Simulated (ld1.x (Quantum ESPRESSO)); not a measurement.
**BP86 RRKJ dataset for Ce (Z = 58), scalar-relativistic all-electron reference.**

ld1.x (Quantum ESPRESSO) 7.5 input, shortened:

```
&input
   title='Ce', zed=58., rel=1, dft='BP', iswitch=3,
   config='[Xe] 4f1 5d1 6s1 6p0'
 /
 &inputp
   pseudotype=2, tm=.false., rho0=0.02, lloc=1,
   nlcc=.false.
 /
3
5S  1  0   2.00   0.00  2.30  2.30  0.0
5D  3  2   1.00   0.00  2.55  2.55  0.0
5P  2  1   6.00   0.00  2.60  2.60  0.0
 &test
   configts(1)='5s2 5p6 5d1 6s1 6p0'
 /
```

Occupied shells without a wave of their own: 6s. They enter only through the test configuration that unscreens the potential.

Poles of the logarithmic derivatives, all-electron (AE) and pseudo (PS). s: poles at -3.3, 3.1 (AE) and -3.3, 3.6 (PS) Ry. p: poles at -1.8, 4.5 (AE) and -1.8, 3.3 (PS) Ry. d: poles at 0.4 (AE) and 0.4 (PS) Ry. Test radius 2.85 bohr.

* Cutoffs needed: 21 Ry and 25 Ry (the cutoffs (Ry, on a coarse ladder) from which the occupation-weighted sum of valence levels, in a spherical-Bessel basis at the reference potential, stays within 10 and 1 mRy of its value at 400 Ry)
* Ghost test: ghost state, extra bound levels that the all-electron valence spectrum of the same l lacks: s at -377.6 eV; a true bound ghost makes a file unfit for plane-wave use (spherical-Bessel basis up to 400 Ry, 20 bohr box)
* Configuration tests: 4 of 7 tests not solved or not reliable; not counted: 5s2 5p6 5d1 6s2 6p0 (an occupied level unbound or not found, printed error -19.0 eV); 5s2 5p6 5d0 6s2 6p1 (an occupied level unbound or not found, printed error -15.0 eV); 5s2 5p6 5d1.5 6s1.5 6p0 (an occupied level unbound or not found, printed error -5.7 eV); 1 more
